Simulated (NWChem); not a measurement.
System: C3H4F2Si; SMILES FC=C=C(F)[SiH3]

Here is an NWChem input.

```
start job
memory heap 200 mb stack 900 mb global 1100 mb
geometry units angstroms noautosym nocenter noautoz
  F      0.342538     2.906176    -0.424074
  C      0.052960     2.002833     0.507579
  C     -0.253156     0.758219     0.238839
  C     -0.475678    -0.517155     0.025747
  F     -1.723254    -0.985223    -0.166518
  Si     0.868708    -1.847922    -0.049768
  H      0.093499     2.414549     1.522508
  H      2.185999    -1.195746     0.187936
  H      0.592407    -2.874995     0.996992
  H      0.834717    -2.498686    -1.391777
end
basis spherical
  F library 6-31g*
  C library 6-31g*
  Si library 6-31g*
  H library 6-31g*
end
dft
  xc hfexch
  iterations 150
end
property
  shielding
end
task dft property
```

Parts of the log:

```
             Northwest Computational Chemistry Package (NWChem) 7.3.0
             --------------------------------------------------------

                             Geometry "geometry" -> ""
                             -------------------------

 Output coordinates in angstroms (scale by  1.889725989 to convert to a.u.)

  No.       Tag          Charge          X              Y              Z
 ---- ---------------- ---------- -------------- -------------- --------------
    1 F                    9.0000     0.34253800     2.90617600    -0.42407400
    2 C                    6.0000     0.05296000     2.00283300     0.50757900
    3 C                    6.0000    -0.25315600     0.75821900     0.23883900
    4 C                    6.0000    -0.47567800    -0.51715500     0.02574700
    5 F                    9.0000    -1.72325400    -0.98522300    -0.16651800
    6 Si                  14.0000     0.86870800    -1.84792200    -0.04976800
    7 H                    1.0000     0.09349900     2.41454900     1.52250800
    8 H                    1.0000     2.18599900    -1.19574600     0.18793600
    9 H                    1.0000     0.59240700    -2.87499500     0.99699200
   10 H                    1.0000     0.83471700    -2.49868600    -1.39177700

 Effective nuclear repulsion energy (a.u.)     259.4830259765

  xc_inp: hfexch multiplicative factor not found.
                              NWChem Property Module
                              ----------------------

  itol2e modified to match energy
  convergence criterion.

                                 NWChem DFT Module
                                 -----------------

 Summary of "ao basis" -> "ao basis" (spherical)
 ------------------------------------------------------------------------------
       Tag                 Description            Shells   Functions and Types
 ---------------- ------------------------------  ------  ---------------------
 F                           6-31g*                  6       14   3s2p1d
 C                           6-31g*                  6       14   3s2p1d
 Si                          6-31g*                  8       18   4s3p1d
 H                           6-31g*                  2        2   2s

  itol2e modified to match energy
  convergence criterion.

            General Information
            -------------------
          SCF calculation type: DFT
          Wavefunction type:  closed shell.
          No. of atoms     :    10
          No. of electrons :    54
           Alpha electrons :    27
            Beta electrons :    27
          Charge           :     0
          Spin multiplicity:     1
          Use of symmetry is: off; symmetry adaption is: off
          Maximum number of iterations: 150
          AO basis - number of functions:    96
                     number of shells:    46
          Convergence on energy requested:  1.00D-07
          Convergence on density requested:  1.00D-05
          Convergence on gradient requested:  5.00D-04

              XC Information
              --------------
                     Hartree-Fock (Exact) Exchange  1.000

      Superposition of Atomic Density Guess
      -------------------------------------

 Sum of atomic energies:        -602.53566417

      Non-variational initial energy
      ------------------------------

 Total energy =    -604.878238
 1-e energy   =   -1348.978020
 2-e energy   =     484.616755
 HOMO         =      -0.270042
 LUMO         =       0.014979

[...]

          -----------------------------------------
          Chemical Shielding Tensors (GIAO, in ppm)
          -----------------------------------------

                                NWChem CPHF Module
                                ------------------

  scftype          =     RHF
  nclosed          =       27
  nopen            =        0
  variables        =     1863
  # of vectors     =        3
  tolerance        = 0.10D-03
  level shift      = 0.00D+00
  max iterations   =       50
  max subspace     =       30

 SCF residual:    2.3803809138199607E-005

Iterative solution of linear equations
  No. of variables     1863
  No. of equations        3
  Maximum subspace       30
        Iterations       50
       Convergence  1.0D-04

   iter   nsub   residual    time
   ----  ------  --------  ---------
     1      3    1.32D+00      31.6
     2      6    2.17D-01      33.3
     3      9    5.58D-02      35.1
     4     12    1.26D-02      36.8
     5     15    3.44D-03      38.5
     6     18    6.55D-04      40.2
     7     21    1.18D-04      42.0
     8     24    1.77D-05      43.7

      Atom:    1  F
        Diamagnetic
    467.8793      4.2532     -4.5752
      4.2532    479.8126    -15.1089
     -4.5752    -15.1089    477.4721

        Paramagnetic
    -28.6956    -20.3267     26.9068
    -20.3267   -132.2392     15.0801
     26.9068     15.0801   -119.7038

        Total Shielding Tensor
    439.1837    -16.0735     22.3316
    -16.0735    347.5734     -0.0289
     22.3316     -0.0289    357.7683

           isotropic =     381.5085
          anisotropy =      98.7517

          Principal Components and Axis System
                 1           2           3
              447.3430    353.8094    343.3731

      1         0.9586     -0.1590      0.2361
      2        -0.1545      0.4058      0.9008
      3         0.2390      0.9000     -0.3644

      Atom:    2  C
        Diamagnetic
    239.0440      7.4884     -2.3687
      7.4884    263.9851     -4.4814
     -2.3687     -4.4814    258.0537

        Paramagnetic
   -118.9389    -18.6481      5.9218
    -18.6481   -167.6852     10.7691
      5.9218     10.7691   -248.0030

        Total Shielding Tensor
    120.1051    -11.1597      3.5531
    -11.1597     96.2999      6.2877
      3.5531      6.2877     10.0507

           isotropic =      75.4852
          anisotropy =      73.5629

          Principal Components and Axis System
                 1           2           3
              124.5272     92.5070      9.4216

      1         0.9306      0.3639     -0.0398
      2        -0.3660      0.9274     -0.0772
      3         0.0088      0.0864      0.9962

      Atom:    3  C
        Diamagnetic
    243.7585      9.7799      1.8749
      9.7799    283.8324      8.0087
      1.8749      8.0087    241.8821

        Paramagnetic
   -252.2152    -32.6378     -5.0223
    -32.6378   -270.4380      3.8755
     -5.0223      3.8755   -217.6657

        Total Shielding Tensor
     -8.4567    -22.8579     -3.1475
    -22.8579     13.3944     11.8842
     -3.1475     11.8842     24.2164

           isotropic =       9.7180
          anisotropy =      42.3822

          Principal Components and Axis System
                 1           2           3
               37.9729    -23.1681     14.3494

      1        -0.3692      0.8329      0.4123
      2         0.6598      0.5473     -0.5149
      3         0.6545     -0.0819      0.7516

      Atom:    4  C
        Diamagnetic
    263.7678      0.8618      3.1365
      0.8618    260.8325      4.6375
      3.1365      4.6375    234.3596

        Paramagnetic
   -265.6631      7.8752    -17.3366
      7.8752   -174.4113     -6.6311
    -17.3366     -6.6311   -117.5711

        Total Shielding Tensor
     -1.8953      8.7371    -14.2001
      8.7371     86.4212     -1.9936
    -14.2001     -1.9936    116.7885

           isotropic =      67.1048
          anisotropy =      77.4648

          Principal Components and Axis System
                 1           2           3
              118.7480     86.9230     -4.3566

      1        -0.1231      0.0808      0.9891
      2        -0.0942      0.9912     -0.0927
      3         0.9879      0.1046      0.1144

      Atom:    5  F
        Diamagnetic
    489.1263      9.0694      3.7903
      9.0694    469.1140      1.3949
      3.7903      1.3949    464.3209

        Paramagnetic
   -132.4393    -11.2812     -6.2581
    -11.2812   -173.5967    -36.6808
     -6.2581    -36.6808    -14.1437

        Total Shielding Tensor
    356.6870     -2.2118     -2.4678
     -2.2118    295.5173    -35.2858
     -2.4678    -35.2858    450.1772

           isotropic =     367.4605
          anisotropy =     135.6361

          Principal Components and Axis System
                 1           2           3
              457.8846    356.7544    287.7425

      1        -0.0192      0.9991      0.0389
      2        -0.2121     -0.0421      0.9763
      3         0.9771      0.0105      0.2127

      Atom:    6  Si
        Diamagnetic
    881.7619     -3.4962      0.0429
     -3.4962    881.1962      0.2613
      0.0429      0.2613    875.9740

        Paramagnetic
   -369.3875     -4.4667      3.9801
     -4.4667   -384.0914      3.8309
      3.9801      3.8309   -402.6157

        Total Shielding Tensor
    512.3744     -7.9629      4.0230
     -7.9629    497.1048      4.0923
      4.0230      4.0923    473.3583

           isotropic =     494.2791
          anisotropy =      32.3978

          Principal Components and Axis System
                 1           2           3
              515.8777    495.0133    471.9465

      1         0.9233      0.3590     -0.1361
      2        -0.3806      0.9027     -0.2009
      3         0.0507      0.2373      0.9701

      Atom:    7  H
        Diamagnetic
     19.3427      1.4302      0.1638
      1.4302     26.0637      5.5498
      0.1638      5.5498     39.0493

[...]
```

Level: Hartree-Fock/6-31G* (spherical d), GIAO. The geometry was optimised at PBE0/def2-SVP. The printed shielding anisotropy is the first printed principal value minus the mean of the other two.
